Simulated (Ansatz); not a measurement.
C₂H₉BN₂ (`BNCCN`), relaxed with RKS PBE0-D4/def2-TZVP in Ansatz from a PBE-D4/def2-SVP geometry. The force threshold is 0.005 eV/Å; the program also tests the step.

Charge 0, multiplicity 1.

Start:

```xyz
14

B     1.916   -1.287    0.746
N     0.725   -0.843    0.176
C     0.469    0.407   -0.516
C    -0.849    1.030   -0.040
N    -1.934    0.063   -0.214
H     1.935   -2.368    1.307
H     2.909   -0.582    0.670
H    -0.143   -1.390    0.245
H     0.400    0.236   -1.618
H     1.316    1.103   -0.354
H    -0.760    1.256    1.044
H    -0.998    2.008   -0.562
H    -2.222    0.022   -1.200
H    -2.765    0.344    0.317
```

Problem. By how much does the energy fall, and how many steps does the optimiser take? (An estimate is asked.)

Solution. Ansatz gave: 5.74 kJ/mol, in 13 steps, 4 of them rejected.

Problem. Which bonds change most? (Estimate.)

Solution. Ansatz gave: B1–H7 from 1.220 to 1.200 Å; B1–H6 from 1.218 to 1.198 Å; C4–H12 from 1.119 to 1.100 Å; C3–H9 from 1.118 to 1.100 Å.

Problem. Give the relaxed structure. (Best estimate.)

Solution. Computed: 
```xyz
14

B     1.909   -1.254    0.752
N     0.721   -0.862    0.167
C     0.452    0.376   -0.524
C    -0.832    1.015   -0.026
N    -1.946    0.100   -0.231
H     1.960   -2.314    1.306
H     2.858   -0.522    0.692
H    -0.106   -1.441    0.222
H     0.361    0.199   -1.605
H     1.296    1.053   -0.378
H    -0.738    1.199    1.048
H    -0.960    1.992   -0.516
H    -2.217    0.076   -1.206
H    -2.759    0.384    0.299
```
